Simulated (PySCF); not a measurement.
From computed data to an observable: entropy of an ideal gas

ClGeH₄N, SMILES [NH2][GeH2][Cl].

Geometry: ωB97X-D3(BJ)/def2-SVP. Other conformers were not sampled.

ωB97X-D3(BJ)/def2-SVP in PySCF gives the harmonic wavenumbers 191, 234, 421, 493, 542, 706, 734, 834, 868, 923, 1565, 2230, 2233, 3591, 3686 cm⁻¹ and the rotational temperatures 0.6038, 0.1559, 0.1302 K. The molar mass is 126.12 g/mol, the symmetry number 1, the spin multiplicity 1.

Q: Work out the entropy at 298.15 K and 1 atm in the rigid-rotor, harmonic-oscillator model.

A: 
Translation (Sackur–Tetrode at 1 atm): S = R[1.5 ln M + 2.5 ln T − 1.16487] = 169.1 J/(mol K).
Rotation: q = (√π/σ) T^1.5/√(θA θB θC) = 82400, S = R[ln q + 3/2] = 106.6 J/(mol K).
Vibration: with u = 1.4388 ν/T, each mode gives R[u/(e^u − 1) − ln(1 − e^−u)]:
```
ν (cm⁻¹)  modes     u  S (J/(mol K))
--------  -----  ----  -------------
191           1  0.92           9.28
234           1  1.13           7.73
421           1  2.03           3.72
493           1  2.38           2.83
542           1  2.62           2.35
706           1  3.41           1.25
734           1  3.54           1.12
834           1  4.02           0.76
868           1  4.19           0.66
923           1  4.45           0.53
1565          1  7.55           0.04
```
The stiffer modes add less than 0.005 each. Sum 30.3 J/(mol K).
Spin: R ln 1 = 0.0 J/(mol K).
Total 305.9 J/(mol K); the program's own thermochemistry gives 305.9. Translation makes up 55 % and vibration 10 %. Anharmonicity, hindered rotation and orbital degeneracy are left out.
